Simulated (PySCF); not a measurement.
Species: C₈H₁₃OP.
Cartesian coordinates in Å at the GFN2-xTB level; atoms count from 1:
```xyz
23
C8H13OP angstrom
C      3.0217    1.6658   -0.3328
C      1.7608    1.4901   -1.1752
C      0.6343    1.0254   -0.3420
C     -0.6050    1.2047    0.0583
O     -1.6925    1.9555   -0.0611
C     -2.8245    1.4970    0.6538
P      0.1650   -0.1896    0.9639
C     -0.4264   -1.6253   -0.0620
C      0.1475   -2.9873    0.2103
C     -1.2589   -2.6854    0.6049
H      3.2660    0.7295    0.1648
H      3.8611    1.9619   -0.9574
H      2.8635    2.4260    0.4285
H      1.4809    2.4343   -1.6500
H      1.9537    0.7546   -1.9626
H     -3.5571    2.3014    0.6218
H     -3.2400    0.5994    0.1846
H     -2.5642    1.2696    1.6916
H     -0.6600   -1.3765   -1.0939
H      0.3210   -3.6448   -0.6287
H      0.8859   -3.0743    0.9944
H     -1.4742   -2.5710    1.6579
H     -2.0634   -3.1341    0.0409
```

Mayer bond orders were computed from the PBE0/pcSseg-1 density (PySCF). One conformer (not necessarily the lowest) at the GFN2-xTB geometry, without solvent, vibrations or thermal averaging.

The orders 0.89, 0.98, 1.05, 1.67 belong to the bonds C3–C4, C4–O5, P7–C3, C9–C10, in another order. Match them.

P7–C3 0.89; C9–C10 0.98; C4–O5 1.05; C3–C4 1.67.

Set the orders of all bonds between heavy atoms beside their lengths and the difference of the Hirshfeld charges at their ends.

| bond | Mayer order | length (Å) | q(first) − q(second) (e) |
| --- | --- | --- | --- |
| C3–C4 | 1.668 | 1.315 | -0.079 |
| C1–C2 | 1.052 | 1.527 | -0.055 |
| C4–O5 | 1.047 | 1.327 | +0.120 |
| C2–C3 | 1.015 | 1.476 | -0.002 |
| C9–C10 | 0.980 | 1.492 | +0.001 |
| C8–C9 | 0.937 | 1.503 | -0.013 |
| C4–P7 | 0.934 | 1.832 | -0.078 |
| C10–C8 | 0.934 | 1.504 | +0.011 |
| P7–C3 | 0.886 | 1.844 | +0.157 |
| O5–C6 | 0.884 | 1.415 | -0.071 |
| P7–C8 | 0.865 | 1.861 | +0.205 |

For a closed shell the Mayer order of atoms A and B is Σ (PS)μν (PS)νμ over the basis functions μ on A and ν on B, with P the density and S the overlap matrix.

The run behind these numbers computed NMR shieldings as well. The run took about 2.8 min of CPU time (one thread, shared machine).
